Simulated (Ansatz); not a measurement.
`[TeH2]`, charge 0, multiplicity 1.

Problem. Give a relaxed structure at PBE0-D4/def2-TZVP (the Gaussian-basis code of Ansatz). (Best estimate.)

Solution. Computed: 
Z-matrix (Å, degrees):
```
Te
H 1 1.656
H 1 1.656 2 90.4
```
Point group C2v.
